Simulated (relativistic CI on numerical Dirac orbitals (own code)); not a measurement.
# Electric-dipole lines of Er63+

Calculated at this level of theory: Dirac-Coulomb-Breit CI, orbitals from a KLI potential per configuration, model QED (radiative potential, 1s self-energy scaled to tabulated hydrogen-like ionisation energies), unscaled Slater integrals (own radial code, finite nucleus).

Configurations in the expansion (outside the closed core 1s2): 2s2.2p, 2s.2p2, 2p3, 2p2.3s, 2p2.3p, 2p2.3d, 2s2.3s, 2s2.3p, 2s2.3d, 2s.2p.3s, 2s.2p.3p, 2s.2p.3d, 2s2.4s, 2s2.4p, 2s2.4d, 2s2.4f. Levels of other configurations are missing.

```csv
λ vac (Å),Lower,Upper,A (s⁻¹),E lower (eV),E upper (eV)
1.3532,2s.2p2 4P_3/2 [4],2s.2p.3d 4D°_3/2 [65],7.70e+14,1162.0,10324.1
1.3534,2s2.2p 2P°_1/2 [1],2s2.3d 2D_3/2 [25],1.03e+15,0.0,9160.9
1.3540,2s.2p2 4P_3/2 [4],2s.2p.3d 4D°_5/2 [64],4.78e+14,1162.0,10318.6
1.3566,2s.2p2 2D_3/2 [7],2s.2p.3d 2F°_5/2 [74],8.76e+14,1268.4,10408.0
1.3587,2s.2p2 2D_5/2 [5],2s.2p.3d 4F°_7/2 [66],1.08e+15,1201.0,10326.0
1.3594,2s.2p2 4P_1/2 [2],2s.2p.3d 4D°_1/2 [36],1.18e+15,235.4,9356.0
1.3598,2s.2p2 2D_5/2 [5],2s.2p.3d 4D°_5/2 [64],5.17e+14,1201.0,10318.6
1.3601,2s.2p2 4P_1/2 [2],2s.2p.3d 2P°_3/2 [35],1.29e+15,235.4,9351.1
1.3628,2p3 2D°_5/2 [13],2p2.3d 2F_7/2 [116],1.10e+15,2490.1,11587.8
1.3658,2p3 2P°_3/2 [8],2p2.3d 2D_3/2 [94],1.19e+15,1514.2,10592.2
1.3666,2p3 2P°_3/2 [8],2p2.3d 2D_5/2 [93],1.33e+15,1514.2,10586.9
1.5041,2s2.2p 2P°_3/2 [3],2s2.3d 2D_5/2 [28],1.11e+15,997.5,9240.4
1.5057,2s.2p2 4P_5/2 [9],2s.2p.3d 2F°_7/2 [75],1.57e+15,2177.7,10412.3
1.5058,2s.2p2 4P_3/2 [4],2s.2p.3d 4P°_5/2 [37],1.00e+15,1162.0,9395.9
1.5073,2s.2p2 4P_5/2 [9],2s.2p.3d 2D°_5/2 [73],5.39e+14,2177.7,10403.1
1.5079,2s.2p2 2D_5/2 [5],2s.2p.3d 2F°_7/2 [38],1.11e+15,1201.0,9423.3
1.5084,2p3 2P°_3/2 [15],2p2.3d 2D_5/2 [125],9.51e+14,3505.3,11725.0
1.5088,2s.2p2 2S_1/2 [10],2s.2p.3d 2P°_3/2 [81],7.77e+14,2276.6,10494.2
1.5096,2s.2p2 2P_3/2 [11],2s.2p.3d 2D°_5/2 [80],1.43e+15,2277.5,10490.4
1.5118,2p3 4S°_3/2 [12],2p2.3d 2D_5/2 [100],1.06e+15,2467.3,10668.3
1.5147,2p3 2D°_5/2 [13],2p2.3d 2F_7/2 [101],1.77e+15,2490.1,10675.3
1.5148,2p3 2P°_3/2 [15],2p2.3d 2D_3/2 [124],1.67e+15,3505.3,11690.1
1.5151,2p3 4S°_3/2 [12],2p2.3d 2F_5/2 [99],7.54e+14,2467.3,10650.6
1.5154,2p3 2P°_3/2 [15],2p2.3d 2D_5/2 [123],1.34e+15,3505.3,11687.1
1.5177,2s.2p2 2P_1/2 [6],2s.2p.3d 2P°_3/2 [40],8.44e+14,1266.3,9435.4
1.5182,2s.2p2 2D_3/2 [7],2s.2p.3d 2F°_5/2 [39],8.77e+14,1268.4,9434.8
1.5183,2p3 2P°_3/2 [8],2p2.3d 2D_5/2 [43],1.08e+15,1514.2,9680.1
1.5232,2p3 2P°_1/2 [14],2p2.3d 2D_3/2 [102],1.04e+15,2541.9,10681.6
4.3648,2s2.3d 2D_3/2 [25],2s2.4f 2F°_5/2 [131],2.25e+14,9160.9,12001.4
4.4644,2s2.3d 2D_5/2 [28],2s2.4f 2F°_7/2 [132],2.29e+14,9240.4,12017.6
```

Terms are leading LS components. Brackets give the number of a level in order of energy, since labels repeat. The list gives strong lines, with weight on those to low levels, without lines whose two gauges differ by over a factor of 2.5. Levels whose partners in the same complex of configurations lie outside the list can be far off, and so can their lines. Rates are taken at the computed energies, electric ones in the length gauge.

At this charge energies of transitions that change n are usually good to better than 1 %, and those within a shell (Δn = 0) to a few per cent.

LS names give the leading component of a level, which can be under half, so a name can repeat, a term be missing and a line seem to break the LS rules.
